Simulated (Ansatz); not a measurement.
# Worked example: Hf(CH3)Cl3 + GeCl4 → HfCl4 + Ge(CH3)Cl3

Species: Hf(CH3)Cl3, singlet; GeCl4 `[Cl][Ge]([Cl])([Cl])[Cl]`, singlet; HfCl4 (hafnium tetrachloride) `[Cl][Hf]([Cl])([Cl])[Cl]`, singlet; Ge(CH3)Cl3 (trichloro(methyl)germane), singlet. The partners trade CH3 for Cl: Hf–CH3 and Ge–Cl bonds give way to Hf–Cl and Ge–CH3.

Shapes, held fixed at every level: PBE0-D4/def2-TZVP. Programs: Ansatz 0.2.0. The zero-point and thermal change to 298 K, harmonic and unscaled (PBE0-D4/def2-TZVP), is +5.3 kJ/mol.

At CCSD(T)/def2-TZVPP; 1 Eh = 2625.50 kJ/mol:

| species | energy (Eh) |
| --- | --- |
| Hf(CH3)Cl3 | -1467.080066 |
| GeCl4 | -3914.692023 |
| HfCl4 | -1887.047970 |
| Ge(CH3)Cl3 | -3494.778989 |

Work out ΔH(298 K) of the reaction at this level.


1. Products less reactants: (-1887.047970) + (-3494.778989) − [(-1467.080066) + (-3914.692023)] = -0.054870 Eh = -144.1 kJ/mol.
2. With the thermal change: -144.1 + (+5.3) = -138.8 kJ/mol.

Other levels give -142.3 (MP2/def2-TZVPP) to -135.7 kJ/mol (PBE0-D4/def2-TZVPP). No measured value is set beside it here. For atoms past krypton def2 sets carry core potentials with scalar relativity. Relativity is left out for Ge. Outer-core shells of Ge, Hf are correlated, in sets that cover them unevenly.
